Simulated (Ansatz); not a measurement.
`CC(C)(C)[O][GeH]`, charge 0, multiplicity 1.

Task: Give a relaxed structure at PBE0-D4/def2-TZVP (Ansatz). (An estimate is asked.)

Result: Ansatz gave: 
Cartesian coordinates in Å:
```
C 0.771 -1.157 -0.232
C -0.073 0.108 -0.193
C -1.071 0.121 -1.339
C -0.790 0.239 1.142
O 0.766 1.252 -0.402
Ge 2.144 1.891 0.514
H 0.142 -2.044 -0.123
H 1.501 -1.157 0.580
H 1.301 -1.227 -1.185
H -1.650 1.046 -1.324
H -1.760 -0.724 -1.264
H -0.547 0.060 -2.295
H -1.372 1.164 1.168
H -1.472 -0.600 1.298
H -0.072 0.249 1.965
H 2.180 0.777 1.689
```
Point group Cs.
This is one stationary point; other conformers may exist.
